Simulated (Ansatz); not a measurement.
The same path of GeH4O + H (7 atoms, charge 0, multiplicity 2) was run twice with different band settings. Lost on the way: Ge1–H2. Made: H2–H7.

These are results of Ansatz, UKS PBE-D4/def2-TZVP, not measurements.

Relaxed end points:

```xyz
7
Properties=species:S:1:pos:R:3
Ge -0.052 -0.027 -0.080
H 0.004 -0.039 1.485
O 1.620 -0.028 -0.763
H 2.081 -0.858 -0.561
H -0.663 1.285 -0.610
H -0.834 -1.271 -0.583
H 0.037 -0.016 3.344
```

```xyz
7
Properties=species:S:1:pos:R:3
Ge -0.030 -0.028 -0.388
H -0.063 0.011 2.870
O 1.671 -0.022 -1.014
H 2.078 -0.901 -0.923
H -0.628 1.279 -0.996
H -0.759 -1.307 -0.941
H -0.074 0.017 3.624
```

Common settings: spring 5.0 eV/Å²; optimiser quadratic models (default); start path through a guess of the saddle point; force threshold 0.03 eV/Å; iteration limit 60; end points relaxed.

| run | movable images | climbing image |
| --- | --- | --- |
| 1 | 9 | yes |
| 2 | 1 | no |

What does each run give, and how far can it be trusted?

Run 1: converged after 10 iterations, highest image 0.000 eV above the first end. The highest image is an end point: on this band no image between the ends rises above it. A vibrational analysis next to that end finds imaginary modes (270i cm⁻¹), so it isn't a minimum.
Run 2: converged after 9 iterations, highest image 0.000 eV above the first end. The highest image is an end point: on this band no image between the ends rises above it. So few images can step over the top or miss a turn of the path.
